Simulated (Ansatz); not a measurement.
A structure relaxed at PBE0-D4/def2-TZVP, charge 0, multiplicity 1:

```xyz
10

C     1.057    0.060    1.280
S    -0.636    0.641    1.123
C    -1.025   -0.107   -0.468
F    -2.384   -0.160   -0.583
Se   -0.241    0.948   -1.915
H     1.096   -1.030    1.316
H     1.676    0.433    0.464
H     1.431    0.457    2.224
H    -0.631   -1.123   -0.519
H    -0.343   -0.120   -2.923
```

Question: Give its formula and SMILES.

Answer: C2H5FSSe, `CSC(F)[SeH]`.

Question: Summarise the bond lengths by kind.

Answer: 2 × C–S 1.796 to 1.801 Å; 4 × C–H 1.090 to 1.092 Å; 1 × C–F 1.365 Å; 1 × C–Se 1.955 Å; 1 × H–Se 1.473 Å.

Computed with Ansatz.
